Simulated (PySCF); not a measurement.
Computed properties of C2H4I, SMILES C[CH]I

C2H4I, SMILES C[CH]I (connectivity only; charge and spin as stated), charge +1, multiplicity 1. The structure is a stationary point at B3LYP-D3(BJ)/def2-SVP. The spin state was assumed, not searched. The isomer is the one that the SMILES or the coordinates give; other isomers of the formula were not compared. The def2 effective core potentials stand for the cores of I; spin–orbit coupling is left out. Other conformers were not sampled. All values are computed for the isolated molecule unless a solvent is named; none is compared with measurement here.

**Structure.** The optimised structure has Cs symmetry. All 15 harmonic modes at B3LYP-D3(BJ)/def2-SVP (PySCF) are real, so it is a minimum. With heavy atoms numbered as in [CH3:1][CH:2][I:3], the shortest bond between them is C1–C2 at 1.447 Å and the longest C2–I3 at 1.996 Å.

**Vibrations.** The strongest infrared lines (harmonic, unscaled, degenerate partners summed) lie at 1266 cm⁻¹ (170 km/mol, H 85 %, C 15 %), 2953 cm⁻¹ (150 km/mol, H 96 %), 966 cm⁻¹ (139 km/mol, H 70 %, C 30 %). The softest mode is at 154 cm⁻¹ and the zero-point energy is 32.3 kcal/mol.

**Electronic structure.** CAM-B3LYP/def2-TZVPD (PySCF) places the frontier levels at -14.92 and -8.35 eV, a gap of 6.57 eV and a mean polarisability of 54.2 bohr³. PBE/def2-TZVPD (PySCF) at the same geometry gives -12.45 and -10.31 eV, so its gap is 4.43 eV narrower. An orbital gap is neither the optical nor the fundamental gap.

**Excitations.** TDDFT-ωB97X/def2-SVPD (PySCF) has S1 at 2.73 eV (454 nm, f = 0.000, dark); the most intense of the 10 singlets computed lies at 4.55 eV (f = 0.20). T1 (TDA) is at 2.45 eV. TDDFT-PBE/def2-SVPD (PySCF) puts S1 at 2.26 eV.
